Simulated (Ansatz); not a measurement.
Ansatz results at the PBE0-D4/def2-TZVP geometry: HOMO energy (ωB97M-V/def2-TZVPP) -9.19 eV; HOMO–LUMO gap (PBE0/def2-TZVPP) 7.22 eV; LUMO energy (PBE/def2-TZVPP) -0.61 eV.

Each molecule was computed in one conformer, which needn't be the lowest.

Q: Which molecule gave them?
A. `N[SiH2][Si](N)(O)O`
B. `C[SiH](F)O[SiH2]O`
C. `O[SiH2][GeH2][OH]`
D. `CO[SiH](O)[SiH2]O`

A: A. The others give `O[SiH2][GeH2][OH]`: -9.88, 7.05, -1.59; `C[SiH](F)O[SiH2]O`: -10.91, 9.15, -0.37; `CO[SiH](O)[SiH2]O`: -9.52, 6.92, -1.34.
